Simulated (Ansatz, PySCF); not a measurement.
This PySCF input computes a r2SCAN/def2-TZVPD energy:

```python
from pyscf import gto, scf, dft

mol = gto.M(
    atom='''
    Sb   -0.01602737   -0.01947852    0.03811055
    H    -0.53320809    1.26927154   -0.97307230
    H     1.35060378   -0.27586713   -0.97056559
    ''',
    basis='def2-tzvpd',
    ecp='def2-tzvp',
    charge=0,
    spin=1,
    verbose=4,
)

mf = dft.UKS(mol, xc='r2scan').density_fit(auxbasis='def2-universal-jkfit')
mf.grids.level = 4
mf.conv_tol = 1e-9
mf.max_cycle = 100
mf.max_memory = 1500
mf.kernel()
if not mf.converged:
    mf = mf.newton()
    mf.kernel(mf.make_rdm1())
for _ in range(2):
    mo, _, stable, _ = mf.stability(return_status=True)
    if stable:
        break
    mf.kernel(mf.make_rdm1(mo, mf.mo_occ))
mf.analyze()
```

Problem. Write an input for the same energy in Ansatz (a quantum-chemistry and plane-wave program) and say what it gives.

Solution. 
Ansatz 0.2 input:
```yaml
crystal:
  periodic: [false, false, false]
  atoms:
    - {symbol: Sb, position_ang: [-0.01602737, -0.01947852, 0.03811055]}
    - {symbol: H, position_ang: [-0.53320809, 1.26927154, -0.97307230]}
    - {symbol: H, position_ang: [1.35060378, -0.27586713, -0.97056559]}
basis:
  gaussian:
    orbitals: def2-TZVPD
hamiltonian:
  xc: {name: r2SCAN}
magnetization: {spin_polarized: true, initial_magnetization: 1}
output: {forces: true}
```
It gives -241.51034 Eh, and PySCF -241.51039 Eh, a difference of 0.05 mEh, from the treatment of integrals and grids.
